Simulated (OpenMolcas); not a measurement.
## S2+: effect of the IPEA shift

```
Program             : OpenMolcas
Basis               : ANO-RCC-VTZP [5s4p2d1f]
Scalar Hamiltonian  : DKH2, point nucleus
Active space        : 2 electrons in 3 orbitals (3p)
State averaging     : 2S+1 = 3 even, 3 roots; 2S+1 = 1 even, 6 roots
Spin-orbit coupling : state interaction with AMFI integrals over the reference wave functions, term energies averaged over their components
```

Methods on the same reference wave functions:
A. CASSCF
B. SS-CASPT2, IPEA 0 Eh, imaginary shift 0.1 Eh (closed shells correlated: 2s 2p 3s)
C. SS-CASPT2, IPEA 0.25 Eh, imaginary shift 0.1 Eh (closed shells correlated: 2s 2p 3s)

Energies in eV above 3s² 3p² ³P₀, the measured ground level; measured values from NIST levels in Podobedova, Kelleher and Wiese, J. Phys. Chem. Ref. Data 38, 171 (2009).

| Level | A | B | C | Measured |
| --- | --- | --- | --- | --- |
| 3s² 3p² ³P₀ | 0.0000 | 0.0000 | 0.0000 | 0.0000 |
| 3s² 3p² ³P₁ | 0.0333 | 0.0337 | 0.0338 | 0.0370 |
| 3s² 3p² ³P₂ | 0.0952 | 0.0953 | 0.0953 | 0.1033 |
| 3s² 3p² ¹D₂ | 1.7662 | 1.476 | 1.417 | 1.4038 |
| 3s² 3p² ¹S₀ | 4.2942 | 3.504 | 3.444 | 3.3675 |

Deviations, from unrounded energies. A percentage is the sum of absolute deviations over the sum of measured energies, with the sign that they share, or ± where signs differ.

| Against measurement | Levels | A | B | C |
| --- | --- | --- | --- | --- |
| mean absolute deviation (cm-1) | 4 | 2600 | 440 | 200 |
| fine structure of the ground term (%) | 2 | -8.4 | -8.0 | -8.0 |
| other terms of the ground configuration (%) | 2 | +27.0 | +4.4 | +1.9 |

C lies closest to measurement on these levels and A furthest from it. The largest miss of C in the table is 3s² 3p² ¹S₀, by +610 cm-1. The ranking rests on the paired levels alone, and a cruder setting can come out closer through cancelling errors.

Between B and C the level of the table that moves most is 3s² 3p² ¹S₀, by 490 cm-1 (lowest in C, highest in B). Moves below CASPT2's spread within the term are not significant.

From A to B the spin-free energies of the other terms of 3s² 3p² shown, above ³P, scale by factors of 0.81 to 0.83.

The lowest spin-free term lies below A's lowest term by 0.099 hartree in B, 0.091 hartree in C.

Term energies are means over components that CASPT2 splits; among the terms shown or strongly mixed into the levels shown the widest spread is 120 cm-1 (3s² 3p² ¹D, C). With the s shell closed, the reference lacks s² → p² mixing. Computed and measured levels are paired by configuration, term and J; levels that our copy of the source lacks, or whose pairing is in doubt (as where it misses far off the trend of its configuration), stay unpaired and out of the deviations. Levels of configurations outside the active space are missing.
